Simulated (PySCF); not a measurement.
# SbO₂⁺: from structure and modes to constants

Method: PBE0/[Sb x2c-TZVPall, O x2c-TZVPall], spin-free X2C, density fitting, no spin–orbit coupling, PySCF.

The singlet minimum has D∞h symmetry. Masses (u): Sb 120.90382, O 15.99492.

```xyz
3
charge 1 multiplicity 1, angstrom
Sb    0.0000    0.0000    0.0000
O     1.7581    0.0000    0.0000
O    -1.7581    0.0000    0.0000
```

Harmonic wavenumbers (cm⁻¹): 125.6 (πu, ×2), 866.7 (σg+, ×1), 978.5 (σu+, ×1).

Find the vibrational entropy and heat capacity at 298.15 K.

With u = 1.43878 ω/T, each mode gives S = R[u/(eᵘ−1) − ln(1−e⁻ᵘ)] and C = R u² eᵘ/(eᵘ−1)².
```tsv
ω (cm⁻¹)	u	S (J/(mol K))	C (J/(mol K))
125.6 (×2)	0.606	12.61	8.06
866.7	4.183	0.67	2.29
978.5	4.722	0.43	1.68
```
The sums over all modes are S = 26.3 and C = 20.1 J/(mol K); the softest mode gives 48 % of the entropy (each member, where degenerate).

Find the bond force constant k and the stretch–stretch coupling k′ of the valence force field.

For linear XMX, 4π²c²ω(σg)² = (k + k′)/mX and 4π²c²ω(σu)² = (k − k′)(1 + 2mX/mM)/mX. So k + k′ = 7.080 and k − k′ = 7.135 mdyn/Å, giving k = 7.107 and k′ = -0.028 mdyn/Å.

Other isomers or separated fragments may lie lower.
